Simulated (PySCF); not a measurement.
Potential energy surface of H6AlN, singlet: internal rotation, threefold axis kept, other coordinates relaxed. Scanned: torsion (0 = eclipsed). Other coordinates (Al-N length, H-Al-N angle, H-N-Al angle, Al-H length, N-H length) were minimised at PBE0/def2-TZVP.

Level of theory: CCSD(T) on RHF/cc-pVTZ, 6 core orbitals frozen run with PySCF.

Scanned values (°): 0, 10, 20, 30, 40, 50, 60.

Describe the profile: where are the wells and the tops?

Lower than their neighbours: 60° (0.00 kJ/mol, end of the scan). Higher than their neighbours: 0° (2.47 kJ/mol, end of the scan). The whole profile spans 2.47 kJ/mol.
